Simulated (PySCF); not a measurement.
# Cu(NH3)(OH): computed shieldings and shifts

Cu(NH3)(OH), CuH4NO.

Cartesian coordinates in Å; atom numbers follow the order of the lines, from 1:
```xyz
7

Cu   -0.025    0.061   -0.711
N    -0.074    0.097    1.224
H    -0.510    0.953    1.571
H     0.859    0.054    1.638
H    -0.606   -0.682    1.615
O    -0.046    0.142   -2.484
H     0.403   -0.625   -2.853
```

GIAO calculations in PySCF on the PBE0-D3(BJ)/def2-SVP structure: isolated species, non-relativistic, equivalent atoms averaged; basis pcSseg-1 (pcSseg-2 on Cu).

Question: Give the isotropic shieldings (ppm) with B3LYP, PBE, PBE0.

Answer: 
| atoms | environment | B3LYP | PBE | PBE0 |
| --- | --- | --- | --- | --- |
| Cu1 | Cu bonded to N, O | 358 | 212 | 443 |
| O6 | oxygen bonded to Cu, H | 407.4 | 394.3 | 409.1 |
| N2 | nitrogen bonded to Cu, 3 H | 258.7 | 255.0 | 263.4 |
| H3/H4/H5 | hydrogen on a nitrogen bonded to Cu | 29.91 | 29.65 | 29.82 |
| H7 | hydrogen on an oxygen bonded to Cu | 33.83 | 33.63 | 33.72 |
| HOMO–LUMO gap (eV) | – | 4.61 | 2.72 | 5.24 |

Question: And the chemical shifts, against references computed in the same way?

Answer: 
| atoms | nucleus, reference | B3LYP | PBE | PBE0 |
| --- | --- | --- | --- | --- |
| O6 | 17O, H2O | -73.3 | -59.7 | -74.6 |
| N2 | 15N, NH3 | 4.9 | 10.0 | 2.3 |
| H3/H4/H5 | 1H, TMS | 1.48 | 1.55 | 1.45 |
| H7 | 1H, TMS | -2.45 | -2.43 | -2.45 |

Question: Which part of the shielding of Cu1 depends on the functional?

Answer: Diamagnetic: B3LYP 2406, PBE 2406, PBE0 2406 ppm; paramagnetic: B3LYP -2048, PBE -2194, PBE0 -1963 ppm. The diamagnetic part, set mainly by inner electrons, hardly moves; the paramagnetic part goes with low-lying magnetically allowed excitations and carries the spread.

Question: What couplings does PBE/pcJ-1 (pcSseg-1 on Cu) give?

Answer: 1J(N2,H3) = -62.7, 1J(O6,H7) = -51.3, 2J(H3,H4) = -9.2 Hz (averaged over equivalent pairs; isotopes 15N, 1H, 17O).

Experimental scales use liquid or dissolved standards, which lie at an offset from isolated NH3 (liquid NH3: subtract about 20 ppm) and H2O (liquid H2O: subtract about 36 ppm).
